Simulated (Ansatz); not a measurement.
Input file for CH8N2Si2, SMILES `[SiH3][SiH]1NCN1`:

```yaml
crystal:
  periodic: [false, false, false]
  atoms:
    - {symbol: Si, position_ang: [-2.205444, 0.809380, 0.375050]}
    - {symbol: Si, position_ang: [0.066914, 0.265121, 0.576808]}
    - {symbol: N, position_ang: [0.540497, -1.346676, 0.153223]}
    - {symbol: C, position_ang: [1.551240, -0.830157, -0.778917]}
    - {symbol: N, position_ang: [1.081995, 0.561560, -0.795584]}
    - {symbol: H, position_ang: [-2.766608, 0.327614, -0.914544]}
    - {symbol: H, position_ang: [-2.977556, 0.198161, 1.494407]}
    - {symbol: H, position_ang: [-2.385200, 2.287143, 0.456266]}
    - {symbol: H, position_ang: [0.545175, 0.788800, 1.902752]}
    - {symbol: H, position_ang: [0.759559, -2.151112, 0.712316]}
    - {symbol: H, position_ang: [1.492775, -1.304996, -1.767285]}
    - {symbol: H, position_ang: [2.579626, -0.933424, -0.399724]}
    - {symbol: H, position_ang: [1.737427, 1.293887, -1.000067]}
basis:
  gaussian: {orbitals: def2-TZVPP}
correlation: {method: ccsd_t}
```

```sh
$ ansatz run in.yaml --threads 4 --pin off --events-out ev --progress --plain --max-ram 10444MiB
```

Log, shortened:

```
Functional definition: HF
1680 factors; integrals over basis functions are off by at most 1.0e-3 eV
mean field evaluation 1: about -19842.1322 eV, gradient 4.5e1 eV
mean field evaluation 2: about -19842.4472 eV, gradient 4.5e1 eV
mean field evaluation 4: about -19847.2293 eV, gradient 4.4e0 eV
mean field evaluation 8: about -19847.3129 eV, gradient 2.0e-1 eV
mean field evaluation 16: about -19847.3131 eV, gradient 2.4e-6 eV
mean field -19847.31314123 eV, -729.3753049482 hartree, gradient 2.4e-6 eV, S^2 0.000000; 0 other end points of the search recorded, 0 dependent functions left out
13 core orbitals not correlated: weight in the atoms' cores, before any rotation towards them, 1.000 or more for the frozen orbitals, at most 0.000 for the correlated occupied ones
reference -19847.31314123 eV, -729.3753049482 hartree; 15, 15 occupied and 261, 261 virtual orbitals, 1680 factors
second order -22.55332630 eV of doubles, -0.00000000 eV of singles
cycle   1  -23.28825581 eV  change   -7.3e-1 eV  update   1.0e-1
cycle   2  -23.92528331 eV  change   -6.4e-1 eV  update   3.1e-2
cycle   3  -24.02819721 eV  change   -1.0e-1 eV  update   1.4e-2
cycle   4  -24.01651138 eV  change    1.2e-2 eV  update   3.6e-3
cycle   5  -24.01678424 eV  change   -2.7e-4 eV  update   1.6e-3
cycle   6  -24.01685347 eV  change   -6.9e-5 eV  update   4.6e-4
cycle   7  -24.01652712 eV  change    3.3e-4 eV  update   1.8e-4
cycle   8  -24.01651301 eV  change    1.4e-5 eV  update   7.7e-5
cycle   9  -24.01654311 eV  change   -3.0e-5 eV  update   3.4e-5
perturbative correction -0.96562631 eV, -0.0354861122 hartree
Total energy: -19872.29531064 eV, -730.2933827406 hartree
```

It took 3.6 min on 4 threads of an Arm Neoverse V2 on a shared host, with 8.6 GiB of host memory at the peak.

MP2 recovers 90.3 % of the CCSD(T) correlation energy and the triples give 3.9 %; T1 = 0.0116.
